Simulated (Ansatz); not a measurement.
`O[Si@H](Cl)[Si@H](F)Cl` + H₂ → `O[SiH](Cl)[SiH2]Cl` + H–F  (hydrogenolysis of the Si–F bond)

Calculated with Ansatz (gas phase, PBE0-D4/def2-TZVP geometries, no zero-point term in ΔE). CCSD(T)/CBS adds triple-zeta CCSD(T) − MP2 to the extrapolated MP2 energy (def2 sets, frozen cores). This one scheme is used for every species. DFT in def2-TZVPP. Each species was taken in one conformer, which may not be the lowest.

`O[Si@H](Cl)[Si@H](F)Cl`:

Cartesian coordinates in Å:
```
O 0.582 -1.944 -0.092
Si -0.645 -0.863 -0.109
Cl -1.433 -0.616 -1.990
Si 0.184 1.245 0.511
F -0.820 2.413 0.104
Cl 1.918 1.468 -0.567
H 1.385 -1.713 -0.566
H -1.695 -1.422 0.768
H 0.524 1.433 1.940
```

H₂:

Cartesian coordinates in Å:
```
H -0.291 0.233 -0.017
H 0.291 -0.233 0.017
```

`O[SiH](Cl)[SiH2]Cl`:

Z-matrix (Å, degrees):
```
Si
Cl 1 2.060
Si 1 2.346 2 106.2
O 1 1.635 2 111.6 3 118.8
H 1 1.478 2 107.7 3 -124.9
Cl 3 2.072 1 103.8 2 80.1
H 3 1.483 1 113.9 2 -37.4
H 3 1.485 1 113.2 2 -163.6
H 4 0.961 1 117.0 2 -72.5
```

H–F:

Z-matrix (Å, degrees):
```
F
H 1 0.920
```

CCSD(T)/CBS gives +110.4 kJ/mol.

Another level gave +114.7 kJ/mol. Which?
A. r2SCAN0-D4/def2-TZVPP
B. r2SCAN/def2-TZVPP
C. revPBE/def2-TZVPP
D. revPBE-D4/def2-TZVPP

A. r2SCAN0-D4 114.7, revPBE 104.5, revPBE-D4 109.3, r2SCAN 119.7 kJ/mol.

What do rigid-rotor, harmonic-oscillator terms from PBE0-D4/def2-TZVP frequencies (298.15 K, 1 bar) make of the CCSD(T)/CBS value? (An estimate is asked.)

Computed: ΔZPE = +11.4 kJ/mol, ΔH = +119.7 kJ/mol, ΔS = 23 J/(mol·K), ΔG = +112.9 kJ/mol. Modes under 50 cm⁻¹ make the entropy rough.

Largest T1 diagnostic among the species: 0.011.

The D4 term adds +3.1 kJ/mol with B3LYP and +1.7 kJ/mol with PBE0; it sums over pairs of atoms, weighted by their polarisabilities, and B3LYP, whose exchange is more repulsive, gets the larger term. From r2SCAN to r2SCAN0 (25 % exact exchange), in def2-TZVPP and without D4, ΔE moves by −5.6 kJ/mol. Leaving LDA and LC-ωPBE aside and taking each functional with its dispersion term where it has one, the values, not all of them listed here, spread over 15.4 kJ/mol, from HSE06-D4 to r2SCAN-D4.

CCSD(T)/CBS has its own doubt, a few kJ/mol and more with outer-core shells, so smaller differences from it don't rank the levels.

B3LYP here is the variant with VWN-RPA as its local correlation; programs differ in this.
